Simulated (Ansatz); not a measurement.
`[NH2][GeH2][SiH2]O` + H–F → `[NH2][GeH2][F]` + `O[SiH3]`  (cleavage of the Ge–Si bond)

Calculated with Ansatz (gas phase, PBE0-D4/def2-TZVP geometries, no zero-point term in ΔE). CCSD(T)/CBS adds triple-zeta CCSD(T) − MP2 to the extrapolated MP2 energy (def2 sets, frozen cores). This one scheme is used for every species. DFT in def2-TZVPP. B3LYP here is the variant with VWN-RPA as its local correlation; programs differ in this. For Ge outer-core shells are correlated without core-valence functions, which leaves a few kJ/mol of doubt a bond. Scalar relativity is left out up to krypton. Each species was taken in one conformer, which may not be the lowest.

```
             level  ΔE (kcal/mol)  difference from CCSD(T)/CBS
         r2SCAN-D4          -15.8                         -0.9
          B3LYP-D4          -16.1                         -1.2
           ωB97X-V          -17.8                         -2.9
            B2PLYP          -18.7                         -3.8
               PBE          -13.0                          1.9
              PBE0          -14.1                          0.8
             B3LYP          -18.9                         -4.0
     HF/def2-TZVPP          -27.2                        -12.3
SCS-MP2/def2-TZVPP          -19.4                         -4.5
   CCSD/def2-TZVPP          -17.5                         -2.6
     HF/def2-QZVPP          -28.0                        -13.1
    MP2/def2-QZVPP          -16.1                         -1.2
SCS-MP2/def2-QZVPP          -19.1                         -4.2
      HF/CBS(def2)          -28.1                        -13.2
     MP2/CBS(def2)          -15.3                         -0.4
    CCSD/CBS(def2)          -16.2                         -1.3
       CCSD(T)/CBS          -14.9                            0
```

Largest T1 diagnostic among the species: 0.012.

The D4 term adds +2.8 kcal/mol with B3LYP and +1.6 kcal/mol with PBE0; it sums over pairs of atoms, weighted by their polarisabilities, and B3LYP, whose exchange is more repulsive, gets the larger term. In def2-TZVPP, CCSD(T) changes the Hartree–Fock value by +11.0 kcal/mol (the triples alone add +1.3 kcal/mol) and MP2 by +10.6 kcal/mol.
